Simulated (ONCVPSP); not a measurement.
# Hf (Z = 72), ONCV: configuration errors across variants

hafnium, optimised norm-conserving Vanderbilt (ONCV), made with ONCVPSP 4.0.1 (PBE, scalar-relativistic). Core [Kr] 4d10 4f14, reference 5s2 5p6 5d2 6s2. Waves: 5s+6s: rc 1.80 bohr, ncon 4, nbas 7, qcut 8.3 1/bohr, 2 projectors; 5p: rc 2.00 bohr, ncon 5, nbas 9, qcut 5.6 1/bohr, 2 projectors, debl 1 Ha; 5d: rc 2.50 bohr, ncon 3, nbas 8, qcut 7.4 1/bohr, 1 projector. Local part: polynomial inside 1.70 bohr (lpopt 4, dvloc0 0 Ha). Core correction: none.

In the p channel the program set the typed energies aside and used -1.307, 0.250 Ha.

All-electron excitation energies from the reference (eV): (1) 5s2 5p6 5d2 6s1 7.977; (2) 5s2 5p6 5d2 6s0 22.157; (3) 5s2 5p6 5d1 6s2 6p1 1.962.

3 further variants failed, have other tests or too few solved ones, and are left out.

Errors AE − PS in meV (a dash: test not solved or not reliable):

| change | (1) | (2) | (3) | bound ghosts | GHOST(+) flags above zero |
| --- | --- | --- | --- | --- | --- |
| base | +0.4 | +18 | -0.1 | none | none |
| s: qcut 4.9 | -0.2 | +14 | -0.7 | none | none |
| s: qcut 6.3 | +0.1 | +17 | -0.4 | none | none |
| s: qcut 9.5 | +0.6 | +19 | +0.2 | none | s |

Question: Give the same row for: s: qcut 7.3.

Answer: +0.3, +17, -0.2; bound ghosts: none; GHOST(+) flags above zero: none.
